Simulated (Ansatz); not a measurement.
Frontier orbitals of C4H3F3, SMILES `F/C=C/C(F)=C\F`.

| atom | x (Å) | y (Å) | z (Å) |
| --- | --- | --- | --- |
| F1 | 2.5442 | -0.7874 | -1.2919 |
| C2 | 1.2327 | -0.5981 | -1.1736 |
| C3 | 0.7074 | -0.1012 | -0.0610 |
| C4 | -0.7049 | 0.1146 | 0.0962 |
| F5 | -1.4773 | -0.2159 | -0.9520 |
| C6 | -1.3195 | 0.6058 | 1.1690 |
| F7 | -0.6217 | 0.9578 | 2.2508 |
| H8 | 0.6803 | -0.8878 | -2.0585 |
| H9 | 1.3466 | 0.1593 | 0.7735 |
| H10 | -2.3879 | 0.7530 | 1.2474 |

Total charge 0; spin multiplicity 1. All single points use the PBE0-D4/def2-TZVP geometry. It is one conformer, not always the lowest. Basis def2-TZVPP, Ansatz.

Orbital energies of one run (eV). Highest occupied ones, from the top: -5.91, -7.90, -9.07, -9.38, -10.14, -11.25, -11.32, -11.73, -12.23, -12.31, -13.15, -14.01, -14.18, -15.10. Empty: -2.21, 0.11, 0.54, 0.98, 1.40, 1.60.

(1) Which functional gave them?
A. LC-ωPBE
B. PBE0
C. HSE06 (plane-wave form)
D. LDA (SPW92)

Results:

(1) D. HOMO energies: LDA (SPW92) -5.91, HSE06 -6.45, PBE0 -6.84, LC-ωPBE -9.41 eV.

LC-ωPBE has ω = 0.4 bohr⁻¹.
